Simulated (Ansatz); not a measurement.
Species: CH6Si2, SMILES `C[SiH]=[SiH2]` (charge 0, multiplicity 1).

Question: Give a relaxed geometry from Ansatz (a first-principles code) with PBE-D3(BJ)/def2-TZVP.

Answer: the end point of this relaxation (outside a Z-matrix the atoms follow the SMILES, hydrogens last).
Bonded distances (Å): C1–Si2 1.883, C1–H4 1.099, C1–H5 1.100, C1–H6 1.098, Si2–Si3 2.177, Si2–H7 1.497, Si3–H8 1.496, Si3–H9 1.495. Bond angles (°): Si2–C1–H4 111.0, Si2–C1–H5 110.0, Si2–C1–H6 110.6, H4–C1–H5 107.9, H4–C1–H6 108.9, H5–C1–H6 108.4, C1–Si2–Si3 122.9, C1–Si2–H7 112.4, Si3–Si2–H7 117.2, Si2–Si3–H8 117.2, Si2–Si3–H9 116.7, H8–Si3–H9 112.0.
